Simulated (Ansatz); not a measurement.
C4H12OSi, SMILES CC[Si@H](C)OC.

The structure is a stationary point at ωB97X-D3(BJ)/def2-SVP. The structure was generated by enumeration; whether it is a known compound was not checked. One conformer was computed; it need not be the lowest.

Two levels are set side by side: PBE/def2-SVPD (Ansatz, a quantum-chemistry and plane-wave program) and PBE0/def2-SVPD (Ansatz). Energy differences of separate SCF runs at the same geometry; the states with an electron removed or added have multiplicity 2 and 2. Differences are taken from unrounded values.

```tsv
quantity	PBE0
vertical ionisation energy (eV)	9.45
vertical singlet–triplet gap (eV)	7.00
```

Task: What does PBE give, and how far is it from PBE0? (The exact figures need the calculation; the answer reports its results.)

Result: 
| quantity | PBE | PBE minus PBE0 |
|---|---|---|
| vertical ionisation energy (eV) | 9.01 | -0.44 |
| vertical singlet–triplet gap (eV) | 6.34 | -0.66 |
